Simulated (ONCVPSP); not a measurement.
What one change does to a pseudopotential (thallium, ONCV)

ONCVPSP 4.0.1 input, shortened (lines: element, Z, core and valence counts, functional; n l f; lmax; l rc ep ncon nbas qcut; lloc lpopt rc5 dvloc0; l nproj debl; icmod fcfact rcfact), LDA (Perdew-Wang 92), fully relativistic:

```
  Tl 81.00   11    3  -001012      upf
    1    0    2.00
    2    0    2.00
    2    1    6.00
    3    0    2.00
    3    1    6.00
    3    2   10.00
    4    0    2.00
    4    1    6.00
    4    2   10.00
    4    3   14.00
    5    0    2.00
    5    1    6.00
    5    2   10.00
    6    0    2.00
    2
    0    1.90    0.00    4    7    2.70
    1    1.30    0.00    4    9   12.30
    2    2.15    0.00    4    8    8.30
    4    5    1.25   -1.00
    0    2    2.40
    1    2    2.10
    2    2    2.90
    0    0.00    0.00
```

Open shells are filled in proportion to 2j + 1.

In the p channel the program set the typed energies aside and used -2.872, 0.250 Ha (j = l + 1/2; the other j can differ).

Change: local potential polynomial inside 1.25 bohr (lpopt 5, dvloc0 0 Ha).

Cutoffs: the cutoffs (Ha) at which the residual kinetic energy of the hardest occupied pseudo-wave falls to 1 and 0.1 mHa per electron; they do not see the model core or the augmentation charge, which bear on the density cutoff. Errors are all-electron minus pseudo energies relative to the spin-unpolarised reference configuration.

Predict the effect on cutoff, ghosts and configuration errors.

The potential gets neither clearly harder nor softer (49 Ha and 57 Ha → 49 Ha and 57 Ha); the bound ghosts move from s to d, s; of the 4 tests that both files solve, the error grows in 1 and shrinks in 0 by more than 15 % and 0.3 meV (median size 7.4 → 8.3 meV). In the separable form a ghost depends on how the local part lies against the semilocal potential of the channel, so the choice of the local part can create or remove one.

```csv
quantity,base,changed
"cutoff, loose",49 Ha,49 Ha
"cutoff, tight",57 Ha,57 Ha
bound ghosts,s,"s, d5/2"
GHOST(+) flags under 300 eV,none,none
"error for 5p6 5d10 6s2 6p1, meV [ΔE -5.51 eV]",-0.1,-0.2
"error for 5p6 5d10 6s1, meV [ΔE 21.20 eV]",-5.5,-5.7
"error for 5p6 5d10 6s0, meV [ΔE 51.79 eV]",-25,-26
"error for 5p6 5d9 6s2 6p2, meV [ΔE 8.99 eV]",+9.4,+11
s: phases at 1.93 bohr within 0.05 rad from the reference energy up to (Ha; the scan ends near 5),3.8,3.9
p3/2: phases at 1.32 bohr within 0.05 rad from the reference energy up to (Ha; the scan ends near 5),to the end of the scan,to the end of the scan
p1/2: phases at 1.32 bohr within 0.05 rad from the reference energy up to (Ha; the scan ends near 5),to the end of the scan,to the end of the scan
d5/2: phases at 2.19 bohr within 0.05 rad from the reference energy up to (Ha; the scan ends near 5),to the end of the scan,to the end of the scan
d3/2: phases at 2.19 bohr within 0.05 rad from the reference energy up to (Ha; the scan ends near 5),to the end of the scan,to the end of the scan
```

 A true bound ghost makes a file unfit for plane-wave use even where its test errors are small: the radial tests pick states by their node count and pass the ghost by.
